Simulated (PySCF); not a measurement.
Bond stretch in IBr, singlet.

Computed with: UKS-PBE0 = unrestricted PBE0/def2-SVP, def2 effective core potentials past Kr (PySCF 2.14.0); UCCSD(T) = CCSD(T) on UHF/def2-SVP, 13 core orbitals frozen, def2 effective core potentials past Kr (PySCF).

Energies relative to the lowest point of each curve near equilibrium, in kJ/mol:

| R / Å | UKS-PBE0 |
|---|---|
| 2.21 | 76.4 |
| 2.31 | 26.7 |
| 2.54 | 0.8 |
| 2.60 | 5.9 |
| 2.83 | 46.3 |
| 3.03 | 92.2 |
| 3.30 | 144.3 |
| 3.68 | 177.7 |
| 4.11 | 189.8 |
| 4.97 | 195.7 |
| 6.10 | 197.0 |
| 7.33 | 197.2 |

### Question
Predict the corresponding UCCSD(T) column.

### Answer
2.21: 95.5; 2.31: 38.8; 2.54: 0.0; 2.60: 2.2; 2.83: 34.6; 3.03: 75.0; 3.30: 122.7; 3.68: 151.1; 4.11: 156.2; 4.97: 158.2; 6.10: 159.2; 7.33: 159.5 (kJ/mol).

The unrestricted determinant behind UKS-PBE0 is spin-contaminated at 3.03 to 7.33 Å (<S²> up to 1.0, against 0.00 for a pure singlet). The unrestricted determinant behind UCCSD(T) is spin-contaminated at 2.68 to 7.33 Å (<S²> up to 1.0, against 0.00 for a pure singlet).
